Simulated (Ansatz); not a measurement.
Consider the cleavage of the Si–Si bond: `[SiH3][SiH]1[AlH][S]1` + `NC([SiH3])S` → `NC([SiH3])S[SiH3]` + `[AlH]1[SiH2][S]1`.

Gas-phase electronic energies from Ansatz, PBE0-D4/def2-TZVP geometries. CCSD(T)/CBS adds triple-zeta CCSD(T) − MP2 to the extrapolated MP2 energy (def2 sets, frozen cores). DFT in def2-TZVPP. Each species was taken in one conformer, which may not be the lowest.

```
          level  ΔE (kcal/mol)
        ωB97M-V          -11.7
CCSD/def2-TZVPP          -10.3
  HF/def2-QZVPP          -12.0
 MP2/def2-QZVPP          -12.3
```

(1) What does CCSD(T)/CBS give? (Estimate.)

Largest T1 diagnostic among the species: 0.015.

## Answers

(1) The calculation gave: -10.9 kcal/mol. The listed levels differ from it by -0.8, 0.6, -1.1, -1.4 kcal/mol.
